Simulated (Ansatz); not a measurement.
Cs₈Cl₈ (started as a model of: 1x4x4 CsCl rock-salt block). The state is a triplet with charge 0. Geometry PBE-D4/def2-SVP, that of the neutral singlet; atoms count from 1.

```xyz
16

Cs   -3.110    0.665    6.067
Cl   -0.627   -1.076    5.077
Cs    1.071   -3.642    3.669
Cl    3.482   -5.334    2.391
Cl   -2.985    2.490    3.454
Cs   -0.176    0.893    2.306
Cl    1.137   -1.852    0.806
Cs    3.670   -3.743   -0.391
Cs   -3.677    3.735    0.386
Cl   -1.121    1.868   -0.799
Cs    0.182   -0.883   -2.298
Cl    2.970   -2.503   -3.461
Cl   -3.494    5.319   -2.400
Cs   -1.055    3.656   -3.662
Cl    0.633    1.083   -5.071
Cs    3.099   -0.676   -6.073
```

In the def2 sets Cs takes a core potential; there is no spin–orbit coupling. An occupied level of the charge 0 triplet lies above an empty one (by up to 0.00 eV), so this SCF solution is probably not the lowest. The gap within one spin of the charge 0 triplet nearly closes, so an electron or hole may be smeared out by delocalisation error. At PBE-D4/def2-SVP a singlet of charge 0 lies 3.92 eV below the triplet at the same geometry.

(1) Estimate the Mulliken populations from the PBE/def2-SVP orbitals of Ansatz.

(2) Where does the spin sit?

(3) And the Mayer bond orders between bonded heavy atoms (over 0.3)?

Answers

(1) 
```tsv
atom	charge (e)	spin (α − β)
Cs1	0.24	0.39
Cl2	-0.43	0.11
Cs3	0.45	0.05
Cl4	-0.36	0.25
Cl5	-0.43	0.11
Cs6	0.53	0.03
Cl7	-0.47	0.03
Cs8	0.45	0.05
Cs9	0.45	0.04
Cl10	-0.47	0.03
Cs11	0.53	0.03
Cl12	-0.43	0.11
Cl13	-0.36	0.25
Cs14	0.45	0.04
Cl15	-0.43	0.11
Cs16	0.24	0.39
```
Mulliken values and Mayer orders depend strongly on the basis.

(2) Summed by element: Cs 1.01, Cl 0.99, of 2 unpaired in all. Largest on single atoms: Cs1 0.39, Cs16 0.39, Cl4 0.25.

(3) Cs1–Cl2 0.34 (3.19 Å); Cs1–Cl5 0.34 (3.19 Å); Cl2–Cs3 0.31 (3.38 Å); Cs3–Cl4 0.40 (3.21 Å); Cl4–Cs8 0.40 (3.21 Å); Cl5–Cs9 0.31 (3.38 Å); Cs8–Cl12 0.31 (3.38 Å); Cs9–Cl13 0.40 (3.21 Å); Cl12–Cs16 0.34 (3.19 Å); Cl13–Cs14 0.40 (3.21 Å); Cs14–Cl15 0.31 (3.38 Å); Cl15–Cs16 0.34 (3.19 Å).
